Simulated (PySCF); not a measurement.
Calculation: PySCF 2.14.0 with ωB97X-D3(BJ)/def2-TZVP // PBE0-D3(BJ)/def2-TZVP. Isolated molecules, 0 K electronic values unless said otherwise. One relaxed conformer stands for a flexible species; it need not be the lowest. Delta-SCF ions had no search for a lower state. Excitations are Tamm–Dancoff values on a coarser integration grid. The basis has no diffuse functions, so Rydberg states are missing or too high.

Reference species (SMILES): `C=[SiH2]` (neutral, multiplicity 1).

The S1 excitation (TDA) is 5.60 eV and the vertical ionisation energy (Delta-SCF) is 8.79 eV. The brightest of the four lowest singlets (TDA) is 5.60 eV.

Changed species: `[SiH](=C)O[SiH3]` (C–Si–O–Si torsion 1°) (X = siloxy; the reference has X = H).

Question: Predict the effect on the S1 excitation (TDA), vertical ionisation energy (Delta-SCF) and brightest of the four lowest singlets (TDA).

Answer: the S1 excitation (TDA) decreases by 0.14 eV, to 5.46 eV; the vertical ionisation energy (Delta-SCF) falls by 0.44 eV, to 8.35 eV; the brightest of the four lowest singlets (TDA) rises by 0.22 eV, to 5.82 eV.
